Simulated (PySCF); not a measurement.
A PySCF script (with the pyscf-properties extension) for the NMR shieldings of SMILES NB1CC[C@@H](OC=O)C1, C5H10BNO2, on a GFN2-xTB geometry:

```python
import basis_set_exchange as bse
import numpy as np
from pyscf import gto, dft
from pyscf.prop import nmr

atoms = """
N    -2.774432    0.355555   -0.879266
B    -1.535144    0.017954   -0.382761
C    -1.224314   -1.083466    0.725084
C     0.303080   -1.230101    0.673513
C     0.824404    0.147718    0.258000
O     2.168357    0.033873   -0.246973
C     3.043664    0.946723    0.103986
O     2.873650    1.891576    0.819751
C    -0.144932    0.662405   -0.812811
H    -3.629594   -0.089705   -0.591487
H    -2.923218    1.075585   -1.566125
H    -1.715686   -2.046822    0.592770
H    -1.519432   -0.718872    1.711767
H     0.737565   -1.559007    1.617637
H     0.585038   -1.944608   -0.101252
H     0.840525    0.830971    1.113987
H     4.011902    0.708010   -0.374712
H     0.177441    0.263107   -1.777555
H    -0.108677    1.748353   -0.891016
"""
names = dict.fromkeys(["N", "B", "C", "O", "H"], "pcSseg-1")
basis = {el: gto.basis.parse(bse.get_basis(n, elements=[el], fmt="nwchem")) for el, n in names.items()}
mol = gto.M(atom=atoms, basis=basis, charge=0, verbose=0)
mf = dft.RKS(mol, xc="PBE0")
mf.grids.level = 2
mf.grids.alignment = dft.numint.BLKSIZE   # the property module wants whole blocks of grid points
mf.conv_tol = 1e-9
mf.kernel()

calc = nmr.RKS(mf)   # GIAO
C = mf.mo_coeff
Co = C[:, mf.mo_occ > 0]
resp = mf.gen_response(singlet=True, hermi=2)
def vind(x):   # induced exchange potential for any number of trial vectors
    d = np.einsum("pi,xij,qj->xpq", C, 2 * x.reshape(-1, C.shape[1], Co.shape[1]), Co, optimize=True)
    return np.einsum("xpq,pi,qj->xij", resp(d - d.transpose(0, 2, 1)), C, Co, optimize=True).ravel()
mo1, _ = nmr.rhf.solve_mo1(calc, with_cphf=vind)
sigma = calc.kernel(mo1)
for i, s in enumerate(sigma):   # ppm
    print("%2d %-2s %9.2f" % (i, mol.atom_pure_symbol(i), np.trace(s) / 3))
```

Question: Give the expected output.

Answer: 
```
 0 N     166.50
 1 B      51.45
 2 C     169.82
 3 C     150.92
 4 C     109.99
 5 O      88.90
 6 C      22.14
 7 O     -94.31
 8 C     157.85
 9 H      27.69
10 H      27.61
11 H      30.65
12 H      30.87
13 H      29.64
14 H      29.97
15 H      25.95
16 H      23.57
17 H      30.71
18 H      30.17
```

These numbers come from an equivalent density-fitted implementation of the same equations, which agrees with the script to about 0.01 ppm for H and up to a few tenths of a ppm for heavy atoms, so last digits may differ.

Size and cost of the density-fitted run: 203 basis functions, 83 s wall time on 1 thread of an Arm Neoverse N1, shared host; peak memory 0.91 GiB.
